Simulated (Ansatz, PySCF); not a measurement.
Gas-phase reaction in SMILES: [SiH3]Br -> [SiH2]Br + H atom (the H-Si bond at the site shown breaks; other sites are not compared here)
Geometries: B3LYP-D3(BJ)/def2-TZVP minima from Ansatz (a program for electronic structure). Frequencies are from Ansatz or PySCF.

Quantity: bond dissociation energy (enthalpy at 298 K, with B3LYP-D3(BJ) rigid-rotor harmonic-oscillator terms), in eV. Valence correlation only, unless marked. Open shells are spin-unrestricted. No spin-orbit coupling. Frozen are the shells of the preceding noble gas and the d and f shells that filled before the atom's block. Non-relativistic. Basis-set limits of correlation are two-point, X^-3; Hartree-Fock from the larger set.

```json
[
 {"level": "PBE/def2-TZVPD", "program": "Ansatz", "bond dissociation energy (eV)": "3.65"},
 {"level": "revPBE-D4/def2-TZVPD", "program": "Ansatz + dftd4", "bond dissociation energy (eV)": "3.63"},
 {"level": "CAM-B3LYP/def2-TZVPD", "program": "Ansatz", "bond dissociation energy (eV)": "3.89"},
 {"level": "B2GP-PLYP-D4/def2-TZVPD", "program": "Ansatz + dftd4", "bond dissociation energy (eV)": "3.85"},
 {"level": "B2PLYP/def2-TZVPD", "program": "Ansatz", "bond dissociation energy (eV)": "3.84"},
 {"level": "MP2/CBS(def2-TZVPP,def2-QZVPP)", "program": "Ansatz", "bond dissociation energy (eV)": "3.89"},
 {"level": "RI-MP2/def2-TZVPP", "program": "Ansatz", "bond dissociation energy (eV)": "3.81"},
 {"level": "SCS-MP2/6-31G", "program": "Ansatz", "bond dissociation energy (eV)": "3.14"},
 {"level": "CCSD(T)/def2-TZVPPD", "program": "Ansatz", "bond dissociation energy (eV)": "3.90"},
 {"level": "CCSD(T)/CBS(def2-TZVPPD,def2-QZVPPD)", "program": "Ansatz", "bond dissociation energy (eV)": "3.96"}
]
```
